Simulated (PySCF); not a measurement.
Molecule: SMILES C[SiH2]B(O)O (CH₇BO₂Si). Atoms near the plane z = 0.0 Å, at the GFN2-xTB optimised geometry (x, y, z in Å): C1 (1.6, -1.2, 0.1), Si2 (0.9, 0.6, 0.0), B3 (-1.1, 0.6, 0.0), O4 (-1.7, 1.8, 0.0), O5 (-1.9, -0.5, 0.0), H6 (1.3, -1.8, -0.8), H7 (1.3, -1.7, 1.0), H8 (2.7, -1.2, 0.1), H11 (-2.7, 1.7, 0.0), H12 (-1.4, -1.4, 0.0).

Calculation: PBE0/def2-TZVP in PySCF. Cells within 0.4 Å of a nucleus heavier than hydrogen are left out (blank, or x). The values are rescaled to run from 0 to 1.

```
|6666666666666666666666666|
|6666666666666666666666666|
|6666666666666666666666666|
|6666666666666666666666666|
|6666666666666666666666666|
|6666656666666666666666666|
|6665555677665666666666666|
|66655445x8655566666666666|
|6665543xx9644456776666666|
|6665555687422357777666666|
|666555567xx002x6877666666|
|666555568xx003xx877666666|
|6665554597422468876666666|
|6665542xx9644578876566666|
|6665543xx8655689x54555666|
|666655456766667xx33455666|
|6666555566666666434455666|
|6666666666666665545555666|
|6666666666666665555556666|
|6666666666666666555566666|
|6666666666666666666666666|
|6666666666666666666666666|
|6666666666666666666666666|
|6666666666666666666666666|
|6666666666666666666666666|
```
Scale: ten equal steps from 0.000 (start of '0') to 1.00 (end of '9'), in the order '0123456789'; x runs from -5.00 to 5.00, y from -5.00 (bottom) to 5.00 (top).

Task: Which quantity is mapped?
(A) electrostatic potential
(B) electron localisation function
(C) Laplacian of the electron density
(D) an orbital amplitude

Result: D, an orbital amplitude. In full: HOMO amplitude (bohr^(-3/2)).
